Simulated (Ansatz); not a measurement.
```yaml
crystal:
  periodic: [false, false, false]
  atoms:
    - {symbol: Si, position_ang: [-0.181251, 2.198175, 0.228432]}
    - {symbol: Si, position_ang: [0.618020, 0.437534, 1.373556]}
    - {symbol: Si, position_ang: [-0.227219, -1.494975, 0.638575]}
    - {symbol: Ge, position_ang: [-0.089153, -1.687604, -1.755495]}
    - {symbol: H, position_ang: [-1.664043, 2.528716, 0.252370]}
    - {symbol: H, position_ang: [0.324167, 3.678773, 0.770278]}
    - {symbol: H, position_ang: [0.167643, 2.201046, -1.201286]}
    - {symbol: H, position_ang: [0.180044, 0.653949, 2.741707]}
    - {symbol: H, position_ang: [1.953325, 0.395252, 1.294522]}
    - {symbol: H, position_ang: [-1.782440, -1.444314, 0.953903]}
    - {symbol: H, position_ang: [0.092155, -2.724958, 1.263114]}
    - {symbol: H, position_ang: [-0.676961, -0.463469, -2.481555]}
    - {symbol: H, position_ang: [-0.487463, -2.908647, -2.333667]}
    - {symbol: H, position_ang: [1.688552, -1.562495, -2.028545]}
basis:
  gaussian: {orbitals: LANL2DZ}
hamiltonian: {xc: {name: r2SCAN50}}
scf: {lower_state_search: off}
```

```sh
$ ansatz run in.yaml --threads 8 --pin off --events-out ev --progress --plain --max-ram 18278MiB
```

How does Ansatz answer? (Best estimate.)

Ansatz gave: The program refused the input.
```
Error: <dir> can't be read: No such file or directory (os error 2)
```
